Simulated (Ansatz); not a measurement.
Ligand exchange: AlBr3 + SiH2(SiH3)Br → AlHBr2 + SiH(SiH3)Br2

Species: AlBr3 `[Br][Al]([Br])[Br]`, singlet; SiH2(SiH3)Br, singlet; AlHBr2 `[Br][AlH][Br]`, singlet; SiH(SiH3)Br2, singlet. The partners trade Br for H: Al–Br and Si–H bonds give way to Al–H and Si–Br.

Shapes, held fixed at every level: PBE0-D4/def2-TZVP. Programs: Ansatz 0.2.0. The zero-point and thermal change to 298 K, harmonic and unscaled (PBE0-D4/def2-TZVP), is -2.7 kJ/mol.

```csv
level,kind,ΔH(298 K) (kJ/mol),less CCSD(T)/def2-TZVPP
HF/def2-SVP,Hartree–Fock,+69.1,+9.7
HF/def2-TZVPP,Hartree–Fock,+64.1,+4.7
BHLYP-D4/def2-TZVPP,global hybrid,+57.8,-1.6
B2PLYP/def2-TZVPP,double hybrid,+57.6,-1.8
MP2/def2-TZVPP,perturbation theory,+58.3,-1.1
CCSD/def2-SVP,coupled cluster or CI,+67.2,+7.8
CCSD(T)/def2-TZVPP,coupled cluster or CI,+59.4,0.0
```

The highest level, CCSD(T)/def2-TZVPP, gives ΔH(298 K) = +59.4 kJ/mol; the levels span +57.6 to +69.1. The column of differences is taken from that level and isn't an error. No measured value is set beside it here. Relativity is left out for Br. Outer-core shells of Br are correlated, in sets that cover them unevenly.
